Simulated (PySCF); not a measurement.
Species: C4H14NPSi2.
Atom-mapped SMILES: `[SiH3:1][N:2]([SiH3:3])[P:4]1[CH2:5][CH2:6][CH2:7][CH2:8]1`

Cartesian coordinates in Å at the GFN2-xTB level; atoms count from 1:
```xyz
22
C4H14NPSi2 angstrom
Si    -1.5694   -1.4968   -0.2184
N     -1.4700    0.2322   -0.0119
Si    -2.8840    1.0857    0.5770
P     -0.0458    1.2044    0.0179
C      1.0684    0.2844    1.2165
C      2.3980    0.1061    0.4956
C      2.0560   -0.3665   -0.9132
C      0.9569    0.5595   -1.4322
H     -0.4873   -1.9742   -1.0748
H     -2.8582   -1.7537   -0.8556
H     -1.5042   -2.1790    1.0814
H     -3.1463    0.7199    1.9736
H     -4.0197    0.6815   -0.2523
H     -2.5926    2.5093    0.4516
H      0.6170   -0.6831    1.4484
H      1.1780    0.8482    2.1452
H      2.9181    1.0657    0.4402
H      3.0442   -0.6048    1.0145
H      1.6937   -1.3949   -0.8657
H      2.9314   -0.3449   -1.5653
H      1.4040    1.4365   -1.9111
H      0.3013    0.0839   -2.1629
```

NICS = −σ at a ghost point: NICS(0) at the centroid of the ring atoms, NICS(1) 1 Å to either side along the normal of their mean plane, zz for the tensor component along that normal. Level: GIAO PBE0/pcSseg-1 (PySCF, non-relativistic, gas phase) on the GFN2-xTB geometry, one conformer.

Ring bond lengths (Å), with Mayer bond orders in brackets: P4–C5 1.877 (0.96), C5–C6 1.523 (1.02), C6–C7 1.525 (1.02), C7–C8 1.528 (1.02), C8–P4 1.877 (0.97).

Task: Give the NICS values of each ring in ppm.

Result: 
| ring | type | NICS(0) | NICS(1), two faces | NICS(1)zz, two faces | rms pucker (Å) | centre to ring atoms, mean (Å) |
| --- | --- | --- | --- | --- | --- | --- |
| P4–C5–C6–C7–C8 | 5-membered ring with P; formal bonds all single | -5.5 | -5.3 / -3.2 | -6.7 / -2.9 | 0.20 | 1.39 |

Task: What can be read from them?

Result: 
- P4–C5–C6–C7–C8: mean NICS(1)zz -4.8 ppm, shielded. C5, C6, C7, C8 have four or more neighbours; no verdict on aromaticity is drawn. The two faces differ by 3.8 ppm, so no symmetry operation interchanges them.

Task: What field does 11.7 T along the ring normal induce along that normal at the second NICS(1) probe listed for ring P4–C5–C6–C7–C8, 1 Å off the ring?

Result: NICSzz × B0 = -2.9 ppm × 11.7 T = -34 μT, against the applied field.

Task: List the ring angles and the Hirshfeld charges of the ring atoms.

Result: 
- P4–C5–C6–C7–C8: P4 90.4° (+0.198 e), C5 105.9° (-0.123 e), C6 106.1° (-0.071 e), C7 106.7° (-0.072 e), C8 109.3° (-0.121 e); sum 518.4° against 540° for a flat convex ring.
